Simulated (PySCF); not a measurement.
Pb(SH)2, SMILES [SH][Pb][SH] (PBE0/def2-SVP optimised geometry):

```
5

Pb    -0.576    -1.282     0.000
S      1.971    -1.282     0.000
H      2.092     0.065     0.005
S     -0.740     1.265     0.000
H     -2.092     1.282    -0.002
```

Level of theory: PBE0/def2-TZVP, def2 effective core potentials past Kr run with PySCF.

Task: What are the frontier orbital energies and the dipole moment?

Result: HOMO-2 -7.65 eV, HOMO-1 -7.34 eV, HOMO -7.04 eV, LUMO -2.56 eV, LUMO+1 -0.87 eV; dipole moment 3.42 D.
